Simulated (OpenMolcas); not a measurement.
W5+ in Cs2GeF6

W5+ with its 6 nearest fluoride ions at 1.886 Å, on the Ge site of Cs2GeF6 (a = 9.021 Å, distance in the model lattice 1.804 Å). The rest of the host is ab initio model potentials to 7.6 Å and point charges beyond; the distance is set by hand and nothing relaxes, and no local charge compensation is placed. Ligand basis ANO-RCC-VDZP.
```
W     0.0000    0.0000    0.0000
F     1.8860    0.0000    0.0000
F     0.0000    1.8860    0.0000
F    -1.8860    0.0000    0.0000
F     0.0000   -1.8860    0.0000
F     0.0000    0.0000    1.8860
F     0.0000    0.0000   -1.8860
```

```yaml
Program: OpenMolcas
Method: CASSCF
Basis: ANO-RCC-VTZP [8s7p5d3f2g1h]
Scalar_Hamiltonian: DKH2, point nucleus
Active_space: 1 electron in 5 orbitals (5d)
State_averaging: 2S+1 = 2 even, 5 roots
Spin-orbit_coupling: RASSI with atomic mean-field integrals over the reference wave functions
```

The lowest spin-free states (labels of O, the rotations of Oh), above the lowest:

```csv
State,Degeneracy,E (cm-1)
2T2,3,0.0
2E,2,45026
```

The lowest levels with spin-orbit coupling:

```json
{"E (cm-1)": "0.0", "Degeneracy": "4", "Label": "Γ8", "2S+1": "2", "g": ""}
{"E (cm-1)": "4545", "Degeneracy": "2", "Label": "", "2S+1": "2", "g": "1.84 1.84 1.84"}
{"E (cm-1)": "47026", "Degeneracy": "4", "Label": "Γ8", "2S+1": "2", "g": ""}
```

Powder χT (cm3 K/mol): 0.00499 at 2 K, 0.0058 at 10 K, 0.00985 at 50 K, 0.0149 at 100 K, 0.025 at 200 K, 0.0352 at 300 K. The effective moment at 300 K is 2.828 √(χT) = 0.53 μB.

The lowest level has 2S+1 = 2, for which the spin-only value is χT = S(S+1) / 2 = 0.375 cm3 K/mol (g = 2). The computed 0.035 at 300 K differs by -0.340, through orbital momentum, spin-orbit coupling and any other state in reach. With a threefold ground state the orbital momentum is unquenched, so the spin-only value is not expected to hold.

Metal share of the active 5d orbitals (Löwdin): 72, 72, 84, 84, 84 %; Mulliken charge of the metal 2.85.

An orbital triplet at a regular site is open to Jahn-Teller coupling, which can distort the site and quench the lowest spin-orbit gaps and is left out. The least metal-like active orbital is 72 % on the metal (Löwdin) and no ligand orbital is active, so the numbers are rough. With metal d orbitals alone the field can be off either way by tens of per cent. Ligand-to-metal charge-transfer states are missing. No measured value stands beside these numbers; the geometry was set by hand and not optimised.
